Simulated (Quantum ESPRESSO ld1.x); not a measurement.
Results of a calculation; reference values are marked as such.
Problem. These are the eigenvalues of the occupied orbitals of an atom or ion with whole-number occupations (hartree). Level of theory: scalar-relativistic Kohn-Sham, LDA (Slater exchange, Perdew-Wang correlation), spin-polarised, spherical densities, point nucleus (ld1.x of Quantum ESPRESSO 7.5).

| orbital | eigenvalue |
|---|---|
| 1s | -1314.41 |
| 2s | -206.382 |
| 2p | -185.252 |
| 3s | -43.0426 |
| 3p | -36.2425 |
| 3d | -26.2336 |
| 4s | -8.27003 |
| 4p | -6.09311 |
| 4d | -2.92412 |
| 5s | -1.18264 |
| 5p | -0.69195 |

Which element is it, and in what charge state? The configuration may be excited. Open shells, if any, are filled with parallel spins first.

Solution. Z = 55, caesium, charge +1: Cs+ in [Xe]. The list shows which subshells hold electrons but not how many an open one holds; the 1s level, -1314.4 hartree, gives Z - s = 51.3 by -(Z - s)^2/2, which with screening and relativity narrows Z to a few neighbours, and the depths of the outer levels then fix element, charge and occupations together.
